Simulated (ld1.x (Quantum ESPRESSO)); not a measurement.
Values are calculated unless marked as measured or tabulated.
## Hardness and transferability of assorted potentials

Generated with ld1.x 7.5 (TM, RRKJ, ultrasoft, PAW), atompaw 4.2 or ONCVPSP 4.0.1. The cutoff is in Ry: for ld1.x and atompaw files where the sum of valence levels is converged to 10 mRy in a Bessel basis, for ONCV files where the hardest occupied wave has 1 mHa per electron of residual kinetic energy. The error is the largest all-electron minus pseudo excitation energy over each file’s own four to seven test configurations (ionisations up to +4, promotions, holes and added fractions of an electron), all of which were solved. The labels leave out finer settings (local radius, basis sizes, second energies), which also bear on the numbers. Spin-polarised tests are not counted. The rows are a selection from randomly drawn settings: files with unsolved tests, undetermined cutoffs or missed reference levels are left out.

A true bound ghost makes a file unfit for plane-wave use even where its test errors are small: the radial tests pick states by their node count and pass the ghost by.

| element | potential | cutoff (Ry) | largest error (meV) | bound ghosts |
| --- | --- | --- | --- | --- |
| Si | ultrasoft, Wu–Cohen, non-relativistic, rc 1.80/1.90 (sp), local smoothed, core correction yes, reference 3s1.5 3p2.5 | 8 | +7.1 | none |
| P | TM, PBE, scalar-relativistic, rc 1.40/1.40/1.50 (spd), local d, core correction yes, reference 3s2 3p3 | 40 | +264 | none |
| Zn | TM semilocal, BP86, scalar-relativistic, rc 1.45/3.00/2.25 (spd), local s, core correction yes, reference 4s2 4p0 | 30 | -243 | none |
| Pd | RRKJ, LDA (PZ), scalar-relativistic, rc 2.15/4.15/1.75 (spd), local s, core correction no, reference 4d9 5s1 5p0 | 50 | -1186 | none |
| In | ultrasoft, PBE, fully relativistic, rc 2.15/2.50/2.85 (spd), local smoothed, core correction yes, reference 5s2 5p1 | 6 | -245 | d5/2 |
| Pt | TM semilocal, PBE, scalar-relativistic, rc 2.45/3.70/1.65 (spd), local p, core correction no, reference 5d9 6s1 6p0 | 40 | -117 | none |
| Hg | TM, PBE, fully relativistic, rc 2.20/2.60 (sp), local s, core correction no, reference 6s1.75 6p0.25 | 15 | +244 | none |

Fill in the row for Si: ultrasoft, PBE, non-relativistic, rc 1.70/2.30/1.90 (spd), local smoothed, core correction yes, reference 3s2 3p2.

cutoff 10 Ry, largest error +39 meV, bound ghosts: none.

Fill in the row for Ga: TM, LDA (PZ), scalar-relativistic, rc 1.40/1.65/2.46 (spd), local s, core correction no, reference 4s2 4p0.

cutoff 35 Ry, largest error +102 meV, bound ghosts: d, p.
